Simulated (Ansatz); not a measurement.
C₃H₁₀Sn (`CC[CH2][SnH3]`). The species carries charge 0 and has multiplicity 1. Sn takes the def2 core potential. All single points use the PBE0-D4/def2-TZVP geometry. It is one conformer, not always the lowest.

```xyz
14

C    -1.880   -0.196    1.044
C    -0.443    0.195    0.735
C     0.021   -0.306   -0.626
Sn    2.047    0.239   -1.090
H    -2.194    0.172    2.024
H    -2.566    0.213    0.297
H    -1.999   -1.283    1.041
H    -0.348    1.286    0.781
H     0.215   -0.196    1.519
H    -0.617    0.090   -1.422
H    -0.048   -1.396   -0.681
H     3.105   -0.415    0.085
H     2.205    1.943   -1.074
H     2.502   -0.345   -2.632
```

Question: What is the dipole moment at ωB97M-V/def2-TZVPP? (An estimate is asked.)

Answer: Computed: 0.91 D, with components (-0.86, -0.21, 0.24) D in this frame, pointing from negative to positive charge.

Question: And with PBE, r2SCAN, B3LYP? (Estimate.)

Answer: Computed: PBE 1.03 D, r2SCAN 1.02 D, B3LYP 1.00 D.

Question: Give the Mulliken charges with ωB97M-V, r2SCAN, PBE in def2-TZVPP. (An estimate is asked.)

Answer: Ansatz gave: 
| atom | ωB97M-V | r2SCAN | PBE |
| --- | --- | --- | --- |
| C1 | -0.31 | -0.15 | -0.25 |
| C2 | -0.17 | 0.01 | -0.11 |
| C3 | -0.47 | -0.35 | -0.39 |
| Sn4 | 0.49 | 0.56 | 0.54 |
| H5 | 0.10 | 0.04 | 0.08 |
| H6 | 0.10 | 0.04 | 0.07 |
| H7 | 0.10 | 0.04 | 0.07 |
| H8 | 0.10 | 0.03 | 0.07 |
| H9 | 0.10 | 0.03 | 0.07 |
| H10 | 0.13 | 0.08 | 0.10 |
| H11 | 0.13 | 0.08 | 0.10 |
| H12 | -0.10 | -0.13 | -0.13 |
| H13 | -0.10 | -0.13 | -0.13 |
| H14 | -0.10 | -0.13 | -0.12 |

B3LYP here is the variant with VWN-RPA as its local correlation; programs differ in this.
